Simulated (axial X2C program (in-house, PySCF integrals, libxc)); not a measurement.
What spin–orbit coupling does to TeC

All values were computed with an in-house relativistic program for diatomic molecules. Spin-free means the one-electron spin-free X2C Hamiltonian; two-component (2c) means X2C with spin–orbit coupling and atomic mean-field two-electron Coulomb and Gaunt terms, so the difference of the two also holds small scalar two-electron terms. Basis: Te dyall-cv3z [11s12p8d4f1g], C dyall-v3z [7s6p2d1f] (cores contracted in-house); Gaussian nuclei, density fitting, unrestricted open shells. Masses: Te 129.906 u, C 12.000 u.

Spin-free state: M_S = 0, Λ = 0 (closed shell); fragments Te + C.

| level | Re (Å) | ωe (cm⁻¹) | De (eV) | μ (D) |
| --- | --- | --- | --- | --- |
| PBE0 | 1.882 | 905.2 | 4.698 | -2.59 |
| HF | 1.867 | 960.0 | 1.424 | -2.24 |
| M06 | 1.888 | 889.9 | 4.681 | -2.88 |

Dipoles are positive if C is the positive end.

Two-component determinant lowest at the distance of the search:

Ω = 0 (closed shell); fragments Te + C.

```json
{"level": "PBE0", "Re (Å)": "1.885", "ωe (cm⁻¹)": "898.6", "De (eV)": "4.448", "μ (D)": "-2.61"}
{"level": "HF", "Re (Å)": "1.871", "ωe (cm⁻¹)": "946.2", "De (eV)": "n/a", "μ (D)": "-2.29"}
{"level": "M06", "Re (Å)": "1.890", "ωe (cm⁻¹)": "882.8", "De (eV)": "4.345", "μ (D)": "-2.90"}
```

Q: From the two tables, how do the constants change at the PBE0 level (2c against spin-free)?

A: At the PBE0 level Re goes up by 0.003 Å and ωe decreases by 6.6 cm⁻¹; De is not compared, since the atomic limits differ or miss part of their spin–orbit lowering.

The state is a single determinant with fixed occupations, the lowest that a limited PBE0 search found. Closed shells are restricted here (equal orbitals for both partners); the stretched side of such a curve lies too high. Dissociation energies refer to the lowest single-determinant-based atoms at the same level and basis. De is not given where an atomic determinant may have missed its ground term or J level, or where the truncated virtual space spoils (T). A 2c atom that is not at its ground J level misses part of its spin–orbit lowering, and De is too large by that part (0.04 eV or less for light atoms). This holds for PBE0, M06. Without a current term, density functionals place determinants with orbital angular momentum somewhat too high.
